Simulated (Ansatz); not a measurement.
Cartesian coordinates in Å:
```
B -0.3462 -3.0413 0.7656
Ga 0.5367 -1.1840 0.6660
Ge -0.6047 0.7185 -0.3981
C 0.5181 2.3167 -0.6020
H -1.0673 -3.3547 1.6703
H -0.2095 -3.8555 -0.1034
H 1.9645 -0.8773 1.2649
H -1.1506 0.3156 -1.7882
H -1.8473 1.0945 0.4450
H -0.0528 3.1256 -1.0597
H 1.3795 2.0943 -1.2327
H 0.8795 2.6476 0.3723
```

Total charge 0; spin multiplicity 1.

**Question.** List the PBE0/def2-TZVPP orbital energies in eV (the Gaussian-basis code of Ansatz). (Best estimate.)

**Answer.** The calculation gave: Occupied: -10859.43, -10146.95, -1357.71, -1252.86, -1207.52, -1207.52, -1207.51, -1109.04, -1108.94, -1108.92, -277.92, -185.07, -170.41, -151.06, -120.21, -120.20, -120.18, -104.08, -103.80, -103.75, -33.05, -33.03, -33.00, -32.97, -32.97, -23.15, -23.04, -23.00, -22.86, -22.82, -19.47, -14.79, -14.12, -11.66, -11.42, -11.13, -9.91, -9.07, -8.87, -7.87, -6.94. Lowest empty: -2.20, -1.78, 0.56, 1.16, 1.65, 2.08, 2.15, 2.56.
